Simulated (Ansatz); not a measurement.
Relaxation of CH7AlBNS (12 atoms, charge 0, multiplicity 1), to a largest force component of 0.02 eV/Å in at most 40 steps.

All numbers below come from RKS LDA/STO-3G (Ansatz 0.2.0).

```xyz
12
Properties=species:S:1:pos:R:3:forces:R:3
C -1.466 0.489 0.616 -1.36 2.98 -1.69
B 0.052 0.671 0.402 2.84 -0.10 -2.44
S 1.152 0.698 1.900 0.07 -0.18 -0.13
N 0.719 0.790 -1.003 -5.73 -4.03 1.53
Al 0.821 -1.004 -1.712 -1.15 0.03 2.33
H -1.886 1.398 1.214 0.84 -1.75 -0.75
H -1.709 -0.418 1.129 -0.59 -1.03 0.69
H -1.988 0.558 -0.387 0.20 -0.49 1.08
H 1.332 -0.686 1.929 -0.22 0.88 -0.33
H 1.622 1.143 -0.881 4.56 1.30 0.94
H -0.518 -1.754 -2.139 1.33 1.04 0.02
H 1.946 -1.942 -1.033 -0.78 1.35 -1.24
```

Problem. Where does it end, and by what steps?

Solution. The run converged. The force dipped under the threshold on the way, but the program's further checks kept it going. Limits of this set-up: minimal basis. After 27 steps the energy has fallen by 2.968 eV; H9 moved furthest, 1.74 Å.

```json
{"step": "0", "energy less start (eV)": "0.0000", "largest force component (eV/Å)": "5.730", "accepted": "yes"}
{"step": "1", "energy less start (eV)": "-1.2533", "largest force component (eV/Å)": "1.387", "accepted": "yes"}
{"step": "2", "energy less start (eV)": "-1.5462", "largest force component (eV/Å)": "0.555", "accepted": "yes"}
{"step": "3", "energy less start (eV)": "-1.7537", "largest force component (eV/Å)": "0.559", "accepted": "yes"}
{"step": "4", "energy less start (eV)": "-1.9509", "largest force component (eV/Å)": "0.900", "accepted": "yes"}
{"step": "5", "energy less start (eV)": "-2.1335", "largest force component (eV/Å)": "1.362", "accepted": "yes"}
{"step": "6", "energy less start (eV)": "-2.3685", "largest force component (eV/Å)": "1.065", "accepted": "yes"}
{"step": "7", "energy less start (eV)": "-2.5840", "largest force component (eV/Å)": "0.803", "accepted": "yes"}
{"step": "8", "energy less start (eV)": "-2.7312", "largest force component (eV/Å)": "0.746", "accepted": "yes"}
{"step": "9", "energy less start (eV)": "-2.8181", "largest force component (eV/Å)": "0.844", "accepted": "yes"}
{"step": "10", "energy less start (eV)": "-2.9061", "largest force component (eV/Å)": "0.613", "accepted": "yes"}
{"step": "11", "energy less start (eV)": "-2.9368", "largest force component (eV/Å)": "0.382", "accepted": "yes"}
{"step": "12", "energy less start (eV)": "-2.9368", "largest force component (eV/Å)": "0.588", "accepted": "no"}
{"step": "13", "energy less start (eV)": "-2.9619", "largest force component (eV/Å)": "0.102", "accepted": "yes"}
{"step": "14", "energy less start (eV)": "-2.9637", "largest force component (eV/Å)": "0.248", "accepted": "yes"}
{"step": "15", "energy less start (eV)": "-2.9664", "largest force component (eV/Å)": "0.050", "accepted": "yes"}
{"step": "16", "energy less start (eV)": "-2.9671", "largest force component (eV/Å)": "0.022", "accepted": "yes"}
{"step": "17", "energy less start (eV)": "-2.9668", "largest force component (eV/Å)": "0.136", "accepted": "no"}
{"step": "18", "energy less start (eV)": "-2.9671", "largest force component (eV/Å)": "0.067", "accepted": "yes"}
{"step": "19", "energy less start (eV)": "-2.9675", "largest force component (eV/Å)": "0.033", "accepted": "yes"}
{"step": "20", "energy less start (eV)": "-2.9675", "largest force component (eV/Å)": "0.048", "accepted": "no"}
{"step": "21", "energy less start (eV)": "-2.9677", "largest force component (eV/Å)": "0.015", "accepted": "yes"}
{"step": "22", "energy less start (eV)": "-2.9678", "largest force component (eV/Å)": "0.036", "accepted": "yes"}
{"step": "23", "energy less start (eV)": "-2.9678", "largest force component (eV/Å)": "0.046", "accepted": "yes"}
{"step": "24", "energy less start (eV)": "-2.9681", "largest force component (eV/Å)": "0.002", "accepted": "yes"}
{"step": "25", "energy less start (eV)": "-2.9682", "largest force component (eV/Å)": "0.008", "accepted": "yes"}
{"step": "26", "energy less start (eV)": "-2.9681", "largest force component (eV/Å)": "0.080", "accepted": "no"}
{"step": "27", "energy less start (eV)": "-2.9683", "largest force component (eV/Å)": "0.016", "accepted": "yes"}
```

```xyz
12
Properties=species:S:1:pos:R:3
C -1.471 0.365 0.511
B 0.095 0.378 0.720
S 0.706 1.137 2.206
N 0.962 -0.196 -0.238
Al 0.552 -0.990 -1.770
H -1.895 1.381 0.551
H -1.977 -0.212 1.303
H -1.757 -0.079 -0.455
H 2.029 0.908 1.947
H 1.986 -0.142 -0.007
H -0.886 -1.107 -2.187
H 1.734 -1.498 -2.547
```

Whether the end is a true minimum wasn't checked by a vibrational analysis.

Run time: 77 s on 1 thread of Arm Neoverse V1, with other jobs on the host, peak memory 0.17 GiB.
